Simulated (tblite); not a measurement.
Compound: C₂H₉BO₂Si₃.
Numbering: `[CH2:1]=[CH:2][Si@@H:3]1[O:4][BH:5][SiH2:6][O:7][SiH2:8]1` (hydrogens: H9, H10 on C1; H11 on C2; H12 on Si3; H13 on B5; H14, H15 on Si6; H16, H17 on Si8)

Computed with GFN2-xTB (tblite), gas phase: L-BFGS steps from a force-field or distance-geometry start until the largest atomic force falls under 0.01 eV/Å.

Step 35: E = -641.2588 eV
```
atom  x, y, z in Å  |  force x, y, z in eV/Å
C1      3.3166    0.0685   -0.3979   -0.020   0.039  -0.051
C2      2.2261   -0.6783   -0.4802    0.023  -0.065   0.084
Si3     0.7369   -0.2421    0.5851   -0.207   0.194  -0.024
O4     -0.4083   -1.4249    0.5333   -0.089  -0.145  -0.053
B5     -1.7154   -1.6237    0.3942    0.082  -0.143  -0.018
Si6    -2.8984   -0.1058   -0.1057    0.204  -0.169   0.013
O7     -1.9427    1.2443   -0.1226    0.105  -0.070  -0.011
Si8    -0.3598    1.6412   -0.1739   -0.078   0.141  -0.082
H9      3.3307    0.9402    0.2395    0.067  -0.064   0.013
H10     4.2272   -0.1193   -0.9460   -0.056  -0.047  -0.055
H11     2.2096   -1.5358   -1.1393    0.078  -0.042  -0.012
H12     1.1282   -0.3663    1.9978    0.010   0.029   0.080
H13    -2.0705   -2.7575    0.5380    0.031   0.244  -0.034
H14    -3.4230   -0.1892   -1.4766   -0.044   0.039  -0.077
H15    -4.0049    0.3039    0.7590   -0.027   0.051   0.081
H16    -0.2700    2.8265    0.6797   -0.041   0.058   0.033
H17    -0.0891    2.0300   -1.5749   -0.037  -0.049   0.111
```

Step 36: E = -641.2696 eV
```
atom  x, y, z in Å  |  force x, y, z in eV/Å
C1      3.3147    0.0557   -0.4062   -0.002   0.062  -0.014
C2      2.2147   -0.6779   -0.4626    0.051  -0.076   0.019
Si3     0.7353   -0.2241    0.6031   -0.200   0.173   0.006
O4     -0.3968   -1.4201    0.5488   -0.093  -0.098  -0.075
B5     -1.6980   -1.6290    0.3809    0.026  -0.058  -0.009
Si6    -2.8987   -0.1152   -0.1067    0.197  -0.139  -0.085
O7     -1.9352    1.2312   -0.1445    0.072  -0.059  -0.017
Si8    -0.3580    1.6530   -0.1737   -0.114   0.079  -0.130
H9      3.3440    0.9278    0.2274    0.095   0.000   0.043
H10     4.2169   -0.1428   -0.9642   -0.072  -0.061  -0.059
H11     2.1780   -1.5353   -1.1177    0.072  -0.114  -0.051
H12     1.1228   -0.3418    2.0175    0.005   0.034   0.077
H13    -2.0425   -2.7650    0.4958    0.004   0.161  -0.019
H14    -3.4476   -0.2004   -1.4776    0.017   0.047   0.066
H15    -3.9956    0.3069    0.7713    0.032   0.018   0.040
H16    -0.2864    2.8309    0.6872   -0.045   0.104   0.064
H17    -0.0747    2.0578   -1.5697   -0.045  -0.073   0.145
```

Step 37: E = -641.2782 eV
```
atom  x, y, z in Å  |  force x, y, z in eV/Å
C1      3.3126    0.0439   -0.4153   -0.012   0.046   0.028
C2      2.2041   -0.6789   -0.4455    0.059  -0.044  -0.027
Si3     0.7296   -0.2029    0.6209   -0.098   0.077   0.022
O4     -0.3885   -1.4148    0.5665   -0.069  -0.035  -0.088
B5     -1.6831   -1.6334    0.3691    0.006   0.006  -0.004
Si6    -2.8953   -0.1260   -0.1074    0.115  -0.063  -0.134
O7     -1.9287    1.2195   -0.1695    0.016  -0.055  -0.023
Si8    -0.3594    1.6664   -0.1745   -0.124   0.032  -0.098
H9      3.3618    0.9170    0.2147    0.096   0.028   0.050
H10     4.2069   -0.1679   -0.9815   -0.097  -0.070  -0.060
H11     2.1489   -1.5374   -1.0985    0.065  -0.124  -0.038
H12     1.1197   -0.3153    2.0371   -0.017   0.042   0.040
H13    -2.0175   -2.7712    0.4481   -0.016   0.076   0.000
H14    -3.4704   -0.2140   -1.4744    0.068   0.053   0.160
H15    -3.9850    0.3082    0.7835    0.109  -0.022  -0.014
H16    -0.3042    2.8364    0.6969   -0.054   0.125   0.072
H17    -0.0584    2.0824   -1.5608   -0.046  -0.071   0.113
```

Step 38: E = -641.2841 eV
```
atom  x, y, z in Å  |  force x, y, z in eV/Å
C1      3.3102    0.0367   -0.4210    0.002   0.025   0.052
C2      2.1973   -0.6803   -0.4335    0.018  -0.018  -0.046
Si3     0.7226   -0.1876    0.6323    0.023  -0.023   0.021
O4     -0.3841   -1.4131    0.5764    0.018   0.042  -0.078
B5     -1.6733   -1.6353    0.3607   -0.028   0.040  -0.010
Si6    -2.8901   -0.1341   -0.1092    0.023  -0.005  -0.115
O7     -1.9246    1.2115   -0.1865   -0.046  -0.037  -0.034
Si8    -0.3630    1.6761   -0.1759   -0.088   0.010  -0.004
H9      3.3770    0.9104    0.2068    0.076   0.027   0.041
H10     4.1981   -0.1862   -0.9942   -0.113  -0.069  -0.055
H11     2.1305   -1.5405   -1.0855    0.062  -0.093  -0.003
H12     1.1172   -0.2953    2.0500   -0.043   0.045   0.003
H13    -2.0014   -2.7717    0.4147   -0.042  -0.022   0.015
H14    -3.4839   -0.2236   -1.4685    0.084   0.054   0.164
H15    -3.9751    0.3071    0.7908    0.156  -0.047  -0.047
H16    -0.3168    2.8413    0.7040   -0.065   0.118   0.060
H17    -0.0476    2.0964   -1.5520   -0.038  -0.049   0.036
```

Task: Estimate the geometry and energy of step 39. (The exact step hangs on the optimiser's Hessian estimate; all steps are aligned on step 38, rigid shifts and turns removed.)

Result: E = -641.2885 eV, largest force 0.184 eV/Å
```
atom  x, y, z in Å  |  force x, y, z in eV/Å
C1      3.3089    0.0307   -0.4252   -0.017  -0.018   0.058
C2      2.1916   -0.6813   -0.4245    0.011   0.020  -0.047
Si3     0.7176   -0.1746    0.6426    0.108  -0.085   0.000
O4     -0.3806   -1.4097    0.5864    0.012   0.069  -0.077
B5     -1.6665   -1.6358    0.3540    0.001   0.007  -0.009
Si6    -2.8853   -0.1404   -0.1115   -0.027   0.032  -0.058
O7     -1.9237    1.2064   -0.2038   -0.066  -0.014  -0.042
Si8    -0.3680    1.6850   -0.1761   -0.052   0.004   0.093
H9      3.3931    0.9061    0.1995    0.047   0.001   0.018
H10     4.1896   -0.2046   -1.0056   -0.120  -0.058  -0.043
H11     2.1158   -1.5450   -1.0746    0.064  -0.037   0.039
H12     1.1166   -0.2755    2.0608   -0.060   0.043  -0.019
H13    -1.9910   -2.7747    0.3817   -0.027  -0.018   0.030
H14    -3.4944   -0.2340   -1.4597    0.072   0.054   0.107
H15    -3.9639    0.3047    0.7966    0.167  -0.056  -0.054
H16    -0.3304    2.8475    0.7123   -0.077   0.084   0.027
H17    -0.0363    2.1072   -1.5435   -0.036  -0.027  -0.023
```

The energy changes by -0.0044 eV. The first-order estimate −F·Δx gives -0.0062 eV and the mean of the old and new forces, exact on a quadratic surface, -0.0044 eV. The step makes an angle of 78° with the force vector and moves no atom by more than 0.035 Å.

What follows is the cost of the whole relaxation. The run took 1.4 s wall on Arm Neoverse N1, one thread, on a shared host.
